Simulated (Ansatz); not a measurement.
C2H7NSi can be A, `C=NC[SiH3]`, or B, `N/C=C/[SiH3]`.

Computed with Ansatz on PBE0-D4/def2-TZVP structures; ΔE is electronic, products minus reactants. CBS: MP2 limit from def2 TZ/QZ plus the TZ coupled-cluster correction, frozen cores. DFT in def2-TZVPP. B3LYP here is the variant with VWN-RPA as its local correlation; programs differ in this. Each species was taken in one conformer, which may not be the lowest.

A:

```xyz
11

C     0.059    1.791    0.922
N    -0.670    1.003    0.263
C    -0.477   -0.411    0.425
Si    0.254   -1.135   -1.163
H    -0.061    2.865    0.787
H     0.819    1.451    1.639
H    -1.452   -0.889    0.573
H     0.166   -0.674    1.280
H     1.590   -0.533   -1.414
H    -0.636   -0.862   -2.318
H     0.407   -2.606   -0.995
```

B:

```xyz
11

N     0.775    2.076    0.004
C     0.503    0.758    0.243
C    -0.391   -0.010   -0.402
Si   -0.712   -1.748    0.094
H     0.442    2.476   -0.857
H     1.650    2.445    0.331
H     1.065    0.349    1.080
H    -0.939    0.430   -1.235
H    -2.124   -1.974    0.519
H     0.182   -2.088    1.237
H    -0.450   -2.713   -1.013
```

(1) Which isomer does CCSD(T)/CBS put lower? Give the gap. (Estimate.)

(2) Give E(B) − E(A) in kJ/mol with CCSD(T)/def2-TZVPP, r2SCAN-D4, B3LYP, ωB97M-V, CCSD/def2-TZVPP, PBE0-D4, BLYP-D4. (Best estimate.)

(3) Does the order hold for the free energy at 298.15 K (harmonic terms from PBE0-D4)? (Estimate.)

Largest T1 diagnostic: 0.012.

Answers

(1) Ansatz gave: B, by 49.3 kJ/mol.

(2) Computed: CCSD(T)/def2-TZVPP -44.3, r2SCAN-D4 -58.5, B3LYP -52.8, ωB97M-V -52.4, CCSD/def2-TZVPP -44.8, PBE0-D4 -57.4, BLYP-D4 -47.7. None reverses the order clearly.

(3) Ansatz gave: Yes: G(B) − G(A) = -45.1 kJ/mol, for one conformer each.

Leaving LDA and LC-ωPBE aside and taking each functional with its dispersion term where it has one, the values, not all of them listed here, spread over 12.7 kJ/mol, from r2SCAN0-D4 to BLYP-D4. LDA lies −11.4 kJ/mol from PBE without D4. From BLYP to BHLYP (50 % exact exchange), in def2-TZVPP and without D4, E(B) − E(A) moves by −5.8 kJ/mol.
